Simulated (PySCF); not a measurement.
An excited-state table with gaps

C7H9PS.
Z-matrix (Å and degrees, PBE0-D3(BJ)/def2-SVP geometry), rows numbered from 1:
```
C 
S   1  1.7963
C   2  1.7662  1  103.68
C   3  1.4074  2  114.54  1   178.96
C   4  1.3869  3  123.42  2   179.96
C   5  1.4002  4  125.18  3     0.04
C   6  1.5045  5  119.33  4  -179.85
P   6  1.7399  5  122.29  4     0.09
C   3  1.3933  2  124.14  1    -1.04
H   1  1.1002  2  111.78  3   -61.40
H   1  1.0989  2  105.56  3  -179.40
H   1  1.0998  2  111.86  3    62.62
H   4  1.0939  3  118.20  2    -0.15
H   5  1.0967  4  117.03  3   179.92
H   7  1.1025  6  111.06  5    63.19
H   7  1.1022  6  111.15  5   -56.12
H   7  1.0998  6  111.76  5  -176.61
H   9  1.0932  3  119.16  2     0.05
```

The calculation used PySCF 2.14.0, density-fitted response routines, TDDFT CAM-B3LYP/def2-SVPD, vertical, gas phase, core orbitals frozen in the response.

Orbital energies (eV): HOMO-3 -9.46, HOMO-2 -8.96, HOMO-1 -8.45, HOMO -7.30, LUMO -0.40, LUMO+1 0.23, LUMO+2 1.09.

Lowest singlets, with some entries withheld (?).

| state | E (eV) | f | main configurations (H = HOMO, L = LUMO) |
| --- | --- | --- | --- |
| S1 | 4.17 | 0.022 | H→L (80%) |
| S2 | 4.75 | 0.163 | H→L+1 (69%), H-1→L (15%), H→L (12%) |
| S3 | 5.08 | 0.017 | H-2→L (98%) |
| S4 | 5.41 | 0.0010 | H→L+2 (61%), H→L+3 (10%), H→L+8 (8%) |
| S5 | ? | ? | ? |
| S6 | 5.74 | 0.091 | H-1→L+1 (61%), H-3→L (14%), H-2→L+1 (11%) |
| S7 | 5.75 | 0.014 | H-2→L+1 (87%) |
| S8 | ? | ? | ? |
| S9 | 6.35 | 0.0066 | H→L+4 (78%) |
| S10 | 6.37 | 0.167 | H-3→L (75%), H-1→L+1 (16%) |

(1) What stands in place of each question mark?

(2) What is the mean static polarisability from the same response equations?

(3) Where do the lowest triplets lie (Tamm–Dancoff)?

(4) How far apart are S6 and S9, in eV and cm⁻¹?

Results:

(1) 
- S5: E = 5.52 eV; f = 0.450; H-1→L (77%), H→L+1 (15%)
- S8: E = 5.93 eV; f = 0.011; H→L+3 (58%), H→L+2 (20%)

(2) 132.7 au (19.66 Å³), with principal values 81.2, 131.4 and 185.5 au.

(3) T1 2.98 eV, H→L (62%), H-1→L (24%); T2 3.70 eV, H→L+1 (62%), H→L (20%); T3 3.91 eV, H-1→L (55%), H→L+1 (23%), H→L (8%); T4 4.17 eV, H-2→L (94%). E(S1) − E(T1) = +1.19 eV.

(4) 6.350 − 5.737 = 0.613 eV, or about 4950 cm⁻¹.

All these states lie below the vertical ionisation energy of 7.89 eV (ΔSCF).

One conformer stands for the species.
